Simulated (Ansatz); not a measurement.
Geometry optimisation, RKS B3LYP-D4/def2-SVP (Ansatz).

Input file:

```yaml
crystal:
  periodic: [false, false, false]
  atoms:
    - { symbol: Hf, position_ang: [0.13791, 1.3e-05, -0.150342] }
    - { symbol: F, position_ang: [0.042447, 4.4e-05, 1.800591] }
    - { symbol: F, position_ang: [1.980288, -3.7e-05, -0.596864] }
    - { symbol: Cl, position_ang: [-0.784868, 1.950135, -1.073181] }
    - { symbol: Cl, position_ang: [-0.784885, -1.950111, -1.073164] }
    - { symbol: Br, position_ang: [-3.268309, -1.5e-05, 1.744192] }
    - { symbol: H, position_ang: [-1.963783, -2.9e-05, 2.490067] }
basis:
  gaussian: { orbitals: def2-SVP }
hamiltonian:
  xc: b3lyp
  dispersion: d4
relax:
  f_tol: 0.03
  max_steps: 50
```

Run as:

```bash
$ ansatz run input.yaml --threads 4 --pin off --max-ram 5120MiB --backend cpu --events-out ev --progress --plain --runs-dir out
```

**Question.** Where does it end, and by what steps?

**Answer.** The run converged. After 8 steps the energy has fallen by 0.133 eV; Br6 moved furthest, 0.51 Å. Joined: Hf1–Br6 (3.90 → 3.27 Å).

```json
{"step": "0", "energy less start (eV)": "0.0000", "largest force component (eV/Å)": "1.320", "accepted": "yes"}
{"step": "1", "energy less start (eV)": "-0.0725", "largest force component (eV/Å)": "0.198", "accepted": "yes"}
{"step": "2", "energy less start (eV)": "-0.0827", "largest force component (eV/Å)": "0.093", "accepted": "yes"}
{"step": "3", "energy less start (eV)": "-0.0956", "largest force component (eV/Å)": "0.680", "accepted": "yes"}
{"step": "4", "energy less start (eV)": "-0.1190", "largest force component (eV/Å)": "0.340", "accepted": "yes"}
{"step": "5", "energy less start (eV)": "-0.1253", "largest force component (eV/Å)": "0.191", "accepted": "yes"}
{"step": "6", "energy less start (eV)": "-0.1307", "largest force component (eV/Å)": "0.168", "accepted": "yes"}
{"step": "7", "energy less start (eV)": "-0.1322", "largest force component (eV/Å)": "0.063", "accepted": "yes"}
{"step": "8", "energy less start (eV)": "-0.1331", "largest force component (eV/Å)": "0.024", "accepted": "yes"}
```

```xyz
7
Properties=species:S:1:pos:R:3
Hf 0.026 0.000 -0.071
F 0.238 0.000 1.836
F 1.832 0.000 -0.648
Cl -0.826 1.989 -1.014
Cl -0.826 -1.989 -1.014
Br -2.896 0.000 1.403
H -2.190 0.000 2.649
```

Whether the end is a true minimum wasn't checked by a vibrational analysis.

Run time: 48 s on 4 threads of Intel(R) Xeon(R) Platinum 8259CL CPU @ 2.50GHz (Skylake/Cascade Lake), on a shared host, peak memory 0.42 GiB.
